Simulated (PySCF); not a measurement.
# Spin states of SeBr⁺

Unrestricted PBE0; basis Se cc-pVDZ-PP with ECP10, Br cc-pVDZ-PP with ECP10; scalar-relativistic core potentials; PySCF 2.14. Outer shells of the fragments: Se+ 3d10 4s2 4p3; Br 3d10 4s2 4p5.

Followed along the bond (rough minima from three points):

```json
{"2Ms+1": "3", "unpaired": "π ↑↑", "⟨S²⟩ at the start": "2.01", "R at minimum (Å)": "2.19", "Te (eV)": "0.00"}
{"2Ms+1": "1", "unpaired": "π ↑↓", "⟨S²⟩ at the start": "1.01", "R at minimum (Å)": "2.19", "Te (eV)": "0.31"}
{"2Ms+1": "1", "unpaired": "none", "⟨S²⟩ at the start": "0.02", "R at minimum (Å)": "2.18", "Te (eV)": "1.22"}
{"2Ms+1": "5", "unpaired": "σ ↑, π ↑↑↑", "⟨S²⟩ at the start": "6.00", "R at minimum (Å)": "none in the scan", "Te (eV)": "≤ 2.86"}
```

Solutions found at the starting distance of 2.330 Å, counted from the lowest of them; the search is not exhaustive and high or unbound solutions are not listed, so other states can lie among these:

| 2Ms+1 | unpaired | term | E (eV) | ⟨S²⟩ | ⟨Lz²⟩ | μ (D) |
| --- | --- | --- | --- | --- | --- | --- |
| 3 | π ↑↑ | ³Σ⁻ | 0.00 | 2.01 | 0.00 | -1.85 |
| 1 | π ↑↓ | mixed | 0.32 | 1.01 | 2.01 | -1.64 |
| 1 | none | mixed | 1.25 | 0.02 | 2.00 | -1.15 |
| 3 | π ↑↑ | mixed | 2.60 | 2.00 | 2.01 | 1.18 |
| 3 | σ ↑, π ↑ | mixed | 2.98 | 2.47 | 1.02 | -1.29 |
| 1 | σ ↓, π ↑ | mixed | 3.31 | 1.41 | 1.01 | -1.15 |

A term symbol is given only where ⟨S²⟩ and ⟨Lz²⟩ are close to those of a pure state; real π, δ and φ orbitals otherwise mix terms. A positive dipole points towards Br; it is taken about the centre of mass and depends on that origin.

Spin–orbit coupling is left out. Counting both spins, an empty level lies below a filled one in some of these solutions, because spin and occupation are held.
